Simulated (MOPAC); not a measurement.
MOPAC input (AM1):

```
AM1 1SCF UHF MS=0.5 GEO-OK AUX(PRECISION=9) THREADS=1
F3Hf

Hf    0.00000000 1   -0.00000000 1    0.00000000 1
F     1.89646118 1   -0.21731765 1   -0.11965424 1
F    -0.91429806 1   -0.45298493 1    1.61770603 1
F    -0.98216312 1    0.67030258 1   -1.49805179 1
```

From its output:

```
          Parameters for some elements are missing

           Empirical Formula: Hf F3  =     4 atoms

 ******************************************************************************
 *                                                                            *
 *     Error and normal termination messages reported in this calculation     *
 *                                                                            *
 * Parameters for some elements are missing                                   *
 * JOB ENDED NORMALLY                                                         *
 *                                                                            *
 ******************************************************************************

 == MOPAC DONE ==
```

The input was rejected before any calculation.
